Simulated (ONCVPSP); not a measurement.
# What one change does to a pseudopotential (Ge, ONCV)

ONCVPSP 4.0.1 input, shortened (lines: element, Z, core and valence counts, functional; n l f; lmax; l rc ep ncon nbas qcut; lloc lpopt rc5 dvloc0; l nproj debl; icmod fcfact rcfact), PBE, fully relativistic:

```
  Ge 32.00    6    2        4      upf
    1    0    2.00
    2    0    2.00
    2    1    6.00
    3    0    2.00
    3    1    6.00
    3    2   10.00
    4    0    2.00
    4    1    2.00
    2
    0    1.60    0.00    4    8    3.60
    1    2.40    0.00    4    7    3.80
    2    1.85    0.13    3    6    4.80
    4    4    1.40    0.00
    0    2    1.00
    1    3    1.30
    2    1    1.90
    0    0.00    0.00
```

Open shells are filled in proportion to 2j + 1.

All-electron outer shells of the reference configuration (PBE, scalar-relativistic, ld1.x):

```json
{"shell": "3p", "level (eV)": "-115.62", "outermost node (bohr)": "0.23", "outermost maximum (bohr)": "0.54"}
{"shell": "3d", "level (eV)": "-29.31", "outermost node (bohr)": "–", "outermost maximum (bohr)": "0.50"}
{"shell": "4s", "level (eV)": "-11.73", "outermost node (bohr)": "0.77", "outermost maximum (bohr)": "1.75"}
{"shell": "4p", "level (eV)": "-3.90", "outermost node (bohr)": "0.82", "outermost maximum (bohr)": "2.22"}
```

Change: s: debl 3.7.

Cutoffs: the cutoffs (Ha) at which the residual kinetic energy of the hardest occupied pseudo-wave falls to 1 and 0.1 mHa per electron; they do not see the model core or the augmentation charge, which bear on the density cutoff. Errors are all-electron minus pseudo energies relative to the spin-unpolarised reference configuration.

Task: How do hardness, ghosts and transferability respond?

Result: The potential gets neither clearly harder nor softer (15 Ha and 57 Ha → 15 Ha and 57 Ha); the errors of the 4 common tests hardly move; the range in which the s phases agree widens (upper end 3.4 → at the end of the scan); neither file shows a bound ghost.

```tsv
quantity	base	changed
cutoff, loose	15 Ha	15 Ha
cutoff, tight	57 Ha	57 Ha
bound ghosts	none	none
GHOST(+) flags under 300 eV	s at 118.2 eV	s at 153.5 eV
error for 4s2 4p1, meV [ΔE 7.45 eV]	-3.6	-3.5
error for 4s2 4p0, meV [ΔE 22.89 eV]	-15	-15
error for 4s1 4p0, meV [ΔE 57.68 eV]	+56	+57
error for 4s2 4p1.5, meV [ΔE 2.80 eV]	-0.6	-0.6
s: phases at 1.62 bohr within 0.05 rad from the reference energy up to (Ha; the scan ends near 5)	3.4	to the end of the scan
p3/2: phases at 2.44 bohr within 0.05 rad from the reference energy up to (Ha; the scan ends near 5)	to the end of the scan	to the end of the scan
p1/2: phases at 2.44 bohr within 0.05 rad from the reference energy up to (Ha; the scan ends near 5)	to the end of the scan	to the end of the scan
d5/2: phases at 1.87 bohr within 0.05 rad from the reference energy up to (Ha; the scan ends near 5)	0.4	0.4
d3/2: phases at 1.87 bohr within 0.05 rad from the reference energy up to (Ha; the scan ends near 5)	0.4	0.4
```
